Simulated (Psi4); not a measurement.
magnesium atom (Mg), singlet.

The Psi4 input:
```
memory 2 GB

molecule mol {
0 1
Mg    0.000000    0.000000    0.000000
}

set {
  basis def2-svp
  reference rks
}

energy('cam-b3lyp')
print_variables()
```

What does this run give for the dipole moment, total energy, number of basis functions?


| Property | Result |
|---|---|
| dipole moment | 0.00 D |
| total energy | -199.9971 Eh |
| number of basis functions | 18 |
